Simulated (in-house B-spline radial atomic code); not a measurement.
# Excitations of Cr6+ by several methods

Full response, energies in eV; labels give the largest channel, * marks a mixed state, a dash one above the method's threshold, and an imaginary frequency an unstable closed-shell reference. Computed with an all-electron radial atomic-structure program (B-spline basis): linear response of the closed shell [Ne] 3s2 3p6 with each method's own kernel (bare exchange for TDHF, static screening on G0W0 levels for BSE, the adiabatic kernel for functionals); scalar-relativistic (spin-free one-electron X2C), finite nucleus, no spin-orbit coupling, no double excitations, S, P, D and F terms only. Only terms of natural parity with L up to 3 were computed.

| method | 3p → 3d 3P | 3p → 3d 3F | 3p → 3d 1F | α (bohr³) |
| --- | --- | --- | --- | --- |
| TDHF | ? | ? | ? | ? |
| BSE on G0W0@HF | ? | ? | ? | ? |
| LDA VWN5 | 42.91 | 43.97 | 47.41 | 0.8132 |
| PBE | 42.82 | 43.26 | 47.35 | 0.8113 |
| PBE0 | 42.72 | 43.38 | 47.61 | 0.8103 |
| B3LYP (VWN-RPA) | 42.60 | 43.24 | 47.18 | 0.8121 |
| CAM-B3LYP | 42.58 | 43.27 | 47.20 | 0.8127 |
| LC-wPBE | 42.91 | 43.40 | 47.50 | 0.8106 |
| wB97X | 43.12 | 43.89 | 47.53 | 0.8078 |
| HSE06 | 42.76 | 43.40 | 47.63 | 0.8104 |
| BHandHLYP | 42.40 | 43.24 | 47.41 | 0.8117 |
| BLYP | 42.59 | 43.00 | 46.93 | 0.8131 |
| PBEsol | 42.82 | 43.53 | 47.46 | 0.8119 |
| BP86 | 42.90 | 43.24 | 47.26 | 0.8104 |
| LDA exchange-only | 42.32 | 43.56 | 47.42 | 0.8172 |
| B97-1 | 42.86 | 43.54 | 47.24 | 0.8106 |
| RPBE | 42.83 | 43.22 | 47.35 | 0.8111 |
| OLYP | 42.60 | 43.59 | 47.47 | 0.8078 |

(1) What does BSE on G0W0@HF give?

(2) What does TDHF give?

Results:

(1) 3p → 3d 3P: 42.79; 3p → 3d 3F: 44.13; 3p → 3d 1F: 48.27; α: 0.8059 (eV, bohr³).

(2) 3p → 3d 3P: 41.95; 3p → 3d 3F: 43.14; 3p → 3d 1F: 47.76; α: 0.8115 (eV, bohr³).
